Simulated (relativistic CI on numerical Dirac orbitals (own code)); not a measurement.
Kr8+: q coefficients and field-shift factors

Method of calculation: Dirac-Coulomb-Breit CI, separate exchange-only KLI orbitals for each configuration, derivatives by finite differences, unscaled Slater integrals, QED left out (own radial code, finite nucleus).

Configuration list (outside the closed core [Ar]): 3d10, 3d9 4s, 3d9 4p, 3d8 4s2, 3d9 4d, 3d8 4s 4p, 3d8 4p2, 3d9 4f. Levels of other configurations are missing.

With x = (α/α₀)² − 1 an excitation energy changes as ω = ω₀ + qx; K = 2q/ω₀ is the relative enhancement. Terms are leading LS components, so labels can repeat. The field-shift factor is F = δν/δ⟨r²⟩ for the transition from the lowest level.

Lowest level 3d10 1S_0.

| Level | ω₀ (cm⁻¹) | q (cm⁻¹) | K | F (GHz/fm²) |
| --- | --- | --- | --- | --- |
| 3d9 4s 3D_3 | 683634 | -31960 | -0.0935 | 15.1 |
| 3d9 4s 3D_2 | 686793 | -30660 | -0.0893 | 15 |
| 3d9 4s 3D_1 | 693844 | -21860 | -0.063 | 15.1 |
| 3d9 4s 1D_2 | 698099 | -22820 | -0.0654 | 15 |
| 3d9 4p 3P°_2 | 831196 | -24300 | -0.0585 | 2.86 |
| 3d9 4p 3F°_3 | 836838 | -26210 | -0.0626 | 2.87 |
| 3d9 4p 3P°_1 | 841754 | -13220 | -0.0314 | 2.85 |
| 3d9 4p 3F°_2 | 844226 | -16880 | -0.04 | 2.91 |
| 3d9 4p 3F°_4 | 844471 | -15610 | -0.037 | 2.79 |
| 3d9 4p 3P°_0 | 848149 | -5472 | -0.0129 | 2.85 |
| 3d9 4p 1D°_2 | 853448 | -17410 | -0.0408 | 2.83 |
| 3d9 4p 3D°_3 | 854423 | -14470 | -0.0339 | 2.81 |
| 3d9 4p 1P°_1 | 857860 | -15880 | -0.037 | 2.89 |
| 3d9 4p 3D°_3 | 858664 | -7359 | -0.0171 | 2.85 |
| 3d9 4p 3D°_1 | 862885 | -8601 | -0.0199 | 2.84 |
| 3d9 4p 3D°_2 | 864612 | -6483 | -0.015 | 2.86 |
| 3d9 4d 3S_1 | 1071488 | -12380 | -0.0231 | 3.12 |
| 3d9 4d 3G_5 | 1082074 | -12980 | -0.024 | 3.12 |
| 3d9 4d 3G_4 | 1082183 | -14200 | -0.0262 | 3.11 |
| 3d9 4d 3P_2 | 1083111 | -13780 | -0.0254 | 3.12 |
| 3d9 4d 1P_1 | 1083215 | -13400 | -0.0247 | 3.12 |
| 3d9 4d 3D_3 | 1086367 | -13360 | -0.0246 | 3.12 |
| 3d9 4d 3G_3 | 1087750 | -10830 | -0.0199 | 3.13 |

At this charge configurations can still be misplaced by up to about 7 % of their energy.
